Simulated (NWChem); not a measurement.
System meant: CH$_{3}$F$_{3}$Si; SMILES FC(F)(F)[SiH3]

Input file for NWChem:

```
start job
memory heap 200 mb stack 900 mb global 1100 mb
geometry units angstroms noautoz
  Si     0.000000     0.000000    -1.497944
  C      0.000000     0.000000     0.444944
  F      0.999761     0.773670     0.943476
  F      0.170138    -1.252654     0.943476
  F     -1.169899     0.478983     0.943476
  H     -0.187790     1.414234    -1.957270
  H     -1.130868    -0.869748    -1.957270
  H      1.318658    -0.544486    -1.957270
end
basis spherical
  * library def2-svp
end
dft
  xc xpbe96 cpbe96
  iterations 4
  mulliken
end
task dft energy
```

End of the output:

```
    Atom       Charge   Shell Charges
 -----------   ------   -------------------------------------------------------
    1 Si  14    13.63   2.00  1.93  0.70  0.35  5.81  1.36  1.24  0.23
    2 C    6     5.97   1.96  0.65  0.35  1.69  0.99  0.33
    3 F    9     9.07   1.98  1.03  0.74  3.21  2.10  0.01
    4 F    9     9.07   1.98  1.03  0.74  3.21  2.10  0.01
    5 F    9     9.07   1.98  1.03  0.74  3.21  2.10  0.01
    6 H    1     1.07   0.63  0.41  0.02
    7 H    1     1.07   0.63  0.41  0.02
    8 H    1     1.07   0.63  0.41  0.02

 center of mass
 --------------
 x =   0.00000000 y =   0.00000000 z =  -0.16415702

 moments of inertia (a.u.)
 ------------------
         624.266930179938          -0.000000000000           0.000000000000
          -0.000000000000         624.266930179938           0.000000000000
           0.000000000000           0.000000000000         347.239967612947

     Multipole analysis of the density
     ---------------------------------

     L   x y z        total         alpha         beta         nuclear
     -   - - -        -----         -----         ----         -------
     0   0 0 0     -0.000000    -25.000000    -25.000000     50.000000

     1   1 0 0      0.000000      0.000000      0.000000     -0.000000
     1   0 1 0      0.000000      0.000000      0.000000     -0.000000
     1   0 0 1      0.700881      0.350441      0.350441      0.000000

     2   2 0 0    -26.809457    -57.377344    -57.377344     87.945231
     2   1 1 0     -0.000000     -0.000000     -0.000000      0.000000
     2   1 0 1      0.000000      0.000000      0.000000      0.000000
     2   0 2 0    -26.809457    -57.377344    -57.377344     87.945231
     2   0 1 1     -0.000000     -0.000000     -0.000000     -0.000000
     2   0 0 2    -25.376680   -134.273113   -134.273113    243.169547

 ------------------------------------------------------------------------
 dft energy failed                                                                                  0
 ------------------------------------------------------------------------
 ------------------------------------------------------------------------
  current input line :
    21: task dft energy
 ------------------------------------------------------------------------
 ------------------------------------------------------------------------
 This type of error is most commonly associated with calculations not reaching convergence criteria
 ------------------------------------------------------------------------
 For more information see the NWChem manual at https://nwchemgit.github.io

0:dft energy failed:Received an Error in Communication
```

Task: Can this run be used? If not, why, and what is the fix?

Result: The run did not converge; its last values are not results. Cause: the SCF was allowed too few iterations. This input runs:
```
start job
memory heap 200 mb stack 900 mb global 1100 mb
geometry units angstroms noautoz
  Si     0.000000     0.000000    -1.497944
  C      0.000000     0.000000     0.444944
  F      0.999761     0.773670     0.943476
  F      0.170138    -1.252654     0.943476
  F     -1.169899     0.478983     0.943476
  H     -0.187790     1.414234    -1.957270
  H     -1.130868    -0.869748    -1.957270
  H      1.318658    -0.544486    -1.957270
end
basis spherical
  * library def2-svp
end
dft
  xc xpbe96 cpbe96
  iterations 150
  mulliken
end
task dft energy
```
It converges to -628.08821 Ha (PBE/def2-SVP).
